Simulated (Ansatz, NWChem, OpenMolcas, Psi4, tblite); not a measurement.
Ligand exchange: BCl + AlClF2 → BF + AlCl2F

Gas-phase species: BCl, singlet; AlClF2 `[F][Al]([F])[Cl]`, singlet; BF, singlet; AlCl2F `[F][Al]([Cl])[Cl]`, singlet. The partners trade Cl for F: B–Cl and Al–F bonds give way to B–F and Al–Cl.

Shapes, held fixed at every level: PBE0-D4/def2-TZVP. Programs: Ansatz 0.2.0, NWChem 7.3.0, OpenMolcas 26.06, Psi4 1.11, tblite 0.8.0. A level may come from different programs for different species; with the same settings they agree closely. The zero-point and thermal change to 298 K, harmonic and unscaled (PBE0-D4/def2-TZVP), is +1.5 kJ/mol.

| level | kind | ΔH(298 K) (kJ/mol) |
| --- | --- | --- |
| GFN2-xTB | semi-empirical | -24.8 |
| HF/3-21G | Hartree–Fock | -121.7 |
| HF/def2-SVP | Hartree–Fock | -102.7 |
| PBE/STO-3G | GGA | -252.9 |
| r2SCAN/STO-3G | meta-GGA | -258.1 |
| B3LYP/STO-3G | global hybrid | -256.0 |
| PBE0/STO-3G | global hybrid | -255.9 |
| CCSDT/STO-3G | coupled cluster or CI | -265.5 |
| B3LYP/6-31G* (Cartesian functions) | global hybrid | -88.3 |

B3LYP/6-31G* (Cartesian functions) gives ΔH(298 K) = -88.3 kJ/mol; the levels span -265.5 to -24.8. GFN2-xTB strays far from the other rows. The median of the levels is -252.9. No measured value is set beside it here. T1 is large for BF (0.021), so single-reference values are less sure there. Rows in sets without polarisation functions are far from converged.
